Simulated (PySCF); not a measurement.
Results of a calculation; reference values are marked as such.
## CH8AlO3Si2

CH8AlO3Si2 is a small molecule (built as: Si site whose three back bonds go to SiH3, H, OAl(OH)2; end group CH2), neutral, doublet. The structure, one conformer, was relaxed in the gas phase by PBE0-D3(BJ)/def2-SVP. No frequency run checks that it is a minimum.

SMILES: [CH2][SiH]([SiH3])[O][Al]([OH])[OH]

```xyz
15

Si   -1.192    0.412   -0.316
Si   -0.684   -1.793   -0.992
O    -0.078    0.953    0.790
Al    1.332    0.479    1.603
O     1.953   -1.043    1.202
O     2.093    1.459    2.753
C    -1.209    1.487   -1.811
H    -2.555    0.413    0.306
H     0.632   -1.847   -1.698
H    -0.671   -2.750    0.158
H    -1.746   -2.240   -1.953
H     2.729   -1.456    1.581
H     1.783    2.324    3.024
H    -0.314    2.009   -2.170
H    -2.086    1.569   -2.463
```
Atoms count from 1 in this order.

EPR values by unrestricted B3LYP, IGLO-III on Al C O Si, pcH-1 on H.

**Question.** Predict g and the largest hyperfine couplings. Where does the spin sit?

**Answer.** g = 2.0021, 2.0027, 2.0029. The spin sits on C7 (102 %, bonded to 1 Si + 2 H) by Mulliken populations.
```csv
atom,isotope,isotropic (MHz),"dipolar, principal values (MHz)"
C7,13C,73.5,"-72.4, -72.3, 144.7"
H15,1H,-55.9,"-35.1, -0.9, 35.9"
H14,1H,-55.5,"-35.1, -0.8, 35.9"
Si2,29Si,-67.6,"-12.4, 5.6, 6.8"
Si1,29Si,47.8,"-3.4, 0.9, 2.4"
H8,1H,44.5,"-3.0, -2.5, 5.5"
```

**Question.** How do the isotropic couplings move with BHandHLYP?

**Answer.** C7 73.5 to 94.9 MHz, H15 -55.9 to -65.6 MHz, H14 -55.5 to -65.2 MHz, Si2 -67.6 to -62.2 MHz.
